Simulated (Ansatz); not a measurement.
Several settings on one geometry of Sn2Se⁺ (the lowest doublet isomer of a short search) (that of the charge 1 doublet, r2SCAN-D4/def2-TZVP). Ansatz on 4 threads of Arm Neoverse V2 on a shared host; times are rough.

```xyz
3

Sn   -0.136   -1.667   -0.391
Sn    0.416    1.416   -0.878
Se   -0.281    0.251    1.269
```

Totals from different functionals, basis sets or treatments of relativity can't be compared as stabilities.

In the def2 sets Sn takes a core potential; there is no spin–orbit coupling. LC-ωPBE has ω = 0.4 bohr⁻¹. Correlated methods freeze 45 core orbitals; core or outer-core shells of Sn, Se are correlated, in sets that lack core-valence functions.

Give the basis size and estimate the energy, ⟨S²⟩ and time of these runs.

```tsv
run	method	charge	state	further keys
1	UKS LDA (SPW92)/def2-TZVPP	1	doublet	scf: {omitted_lower_state_checks: [starts]}
2	UKS B2GP-PLYP/STO-3G	1	doublet	accuracy: high
3	UKS LC-ωPBE/def2-TZVP	1	doublet	final_grid: {core_spheres: 5, valence_spheres: 4, degree: 11}; scf: {omitted_lower_state_checks: [starts]}
4	ROKS RPBE-D3(BJ)-ATM/def2-SVP	1	doublet	forces asked
```


| run | functions | energy (Eh) | ⟨S²⟩ | wall time |
| --- | --- | --- | --- | --- |
| 1 | 148 | -2825.9148 | 0.75 | 1.3 s |
| 2 | 72 | -14303.7567 | 0.77 | 6 s |
| 3 | 148 | -2829.6916 | 0.76 | 3.1 s |
| 4 | 84 | -2829.7542 | – | 2.8 s |
